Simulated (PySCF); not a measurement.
**Unknown compound**

Molecular formula: C₆H₉NO. Simulated spectra:

¹H NMR (400 MHz, computed): δ 4.33 (m, 1H), 4.12 (m, 1H), 3.44 (m, 1H), 3.39 (m, 1H), 2.34 (m, 1H), 2.22 (m, 1H), 1.56 (m, 1H), 1.55 (m, 1H), 1.40 (m, 1H).

¹³C{¹H} NMR (computed): δ 124.5, 73.5, 71.3, 32.4, 28.9, 27.6.

Computed data (PySCF 2.14): GFN2-xTB structure, PBE0/pcSseg-1 with gauge-including orbitals. In vacuum, single conformer, non-relativistic Hamiltonian.

Chemical shifts δ = σref − σ; ¹H (σ = 31.72 ppm), ¹³C (σ = 186.93 ppm) vs TMS, all at this level.

Task: Deduce the structure.

Result: 
- Rings plus π bonds: 3 (1 ring in the answer).
- 6 carbon signals for 6 carbons: no two carbons are equivalent.
- Carbon types of the structure: 1 × C, 1 × CH, 4 × CH2, which accounts for all hydrogens.
- δC 124.5: nitrile carbon; C≡N carbons fall here, among the sp2 signals but without a proton.
- δC 73.5, 71.3: sp3 CH2 bonded to O; deshielded by the electronegative neighbour.
- δC 32.4, 28.9: sp3 CH2 in a ring; saturated and bonded to C and H only.
- δC 27.6: sp3 CH α to a nitrile; aliphatic region, no heteroatom directly attached.
- δH 4.33, 4.12, 3.44, 3.39: hydrogen on an sp3 CH2 bonded to O; its carbon carries O, an electronegative neighbour.
- δH 2.34: hydrogen on an sp3 CH α to a nitrile.
- δH 2.22, 1.56, 1.55, 1.40: hydrogen on an sp3 CH2 in a ring.

These data were computed for `N#C[C@H]1CCCOC1`.

The data come from this structure; uniqueness wasn't tested.

Shifts are as computed. Against solution values, carbons near 30 ppm lie about +3 ppm off and those near 130 ppm about +5 ppm. Of 1211 compounds with measured shifts, 218 miss one by over three times the rms of a fit or turn the order of signals round; such compounds aren't used in these exercises. Multiplicities follow the n + 1 count of equivalent neighbours, as no J values were calculated; m marks all less simple cases, F and P coupling included.
